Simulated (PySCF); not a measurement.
A structure optimised at PBE0-D3(BJ)/def2-SVP, used in a PySCF frequency run:

```xyz
7

Se    -0.0271    -0.4584     0.8952
Br     0.7973     1.1053    -0.6362
O     -0.8721    -1.5993    -0.1749
C     -2.1137    -1.1764    -0.7016
H     -1.9777    -0.3519    -1.4220
H     -2.5360    -2.0443    -1.2286
H     -2.8098    -0.8514     0.0897
```

Write its SMILES and formula.

CO[Se]Br, CH₃BrOSe

What are its rotational constants (standard atomic weights)?

4.7577, 1.5893, 1.2411 GHz
